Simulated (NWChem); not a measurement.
AlH2O2 cation; SMILES [OH][Al+][OH]

```xyz
5

Al    -0.0065     0.1151     0.0138
O      1.1661     0.3100    -1.0547
H      1.8675     0.4267    -1.6942
O     -1.1790    -0.0790     1.0826
H     -1.8806    -0.1959     1.7220
```
Atoms are numbered in this order, from 1.

Coordinates come from a PBE0/def2-SVP optimisation.

Give the principal values of the shielding tensors (ppm) of Al1, O2 from B3LYP/6-311G** (spherical d), GIAO (NWChem), with their diamagnetic and paramagnetic parts as GIAO splits them.


| atom | σ11 | σ22 | σ33 | isotropic | diamagnetic | paramagnetic |
|---|---|---|---|---|---|---|
| Al1 | 415.7 | 415.7 | 793.8 | 541.7 | 797.0 | -255.2 |
| O2 | 350.5 | 350.5 | 417.1 | 372.7 | 385.3 | -12.6 |
